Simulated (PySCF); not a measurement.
C₂HBrN₂S.
Bonds: Br1–C2, C2–N3 (aromatic), N3–C4 (aromatic), C4–S5 (aromatic), S5–N6 (aromatic), C2–N6 (aromatic). Hydrogens: H7 on C4.

Computed with PBE0-D3(BJ)/def2-SVP geometry optimisation, gas phase in PySCF 2.14.0.

Q: Give the optimised bond lengths and angles.

A: 
```json
{"bond": "Br1–C2", "length (Å)": "1.865", "order": "single"}
{"bond": "C2–N3", "length (Å)": "1.360", "order": "aromatic"}
{"bond": "N3–C4", "length (Å)": "1.301", "order": "aromatic"}
{"bond": "C4–S5", "length (Å)": "1.719", "order": "aromatic"}
{"bond": "S5–N6", "length (Å)": "1.657", "order": "aromatic"}
{"bond": "C2–N6", "length (Å)": "1.305", "order": "aromatic"}
{"bond": "C4–H7", "length (Å)": "1.093", "order": "single"}
```

Orders are formal, as drawn. A selection of angles:
```json
{"angle": "Br1–C2–N3", "degrees": "119.2"}
{"angle": "Br1–C2–N6", "degrees": "120.2"}
{"angle": "N3–C2–N6", "degrees": "120.6"}
{"angle": "C2–N3–C4", "degrees": "107.9"}
{"angle": "N3–C4–S5", "degrees": "112.4"}
{"angle": "N3–C4–H7", "degrees": "124.0"}
{"angle": "S5–C4–H7", "degrees": "123.6"}
{"angle": "C4–S5–N6", "degrees": "91.9"}
{"angle": "C2–N6–S5", "degrees": "107.2"}
```

The 6 heavy atoms lie in one plane (0.000 Å rms). The 3 C–N bonds span 1.301 Å (N3–C4, aromatic) to 1.360 Å (C2–N3, aromatic), a spread of 0.059 Å. S5 (ring sulfur) is bent (angle 91.9°). The 5-membered ring C2–N3–C4–S5–N6 has internal angles of 91.9° to 120.6° (sum 540°, against 540° for a flat polygon); it is planar, 0.00 Å rms from its mean plane, widest ring torsion 0°.

Point group: Cs (tolerance 0.08 Å). Not checked by PBE0-D3(BJ)/def2-SVP frequencies.
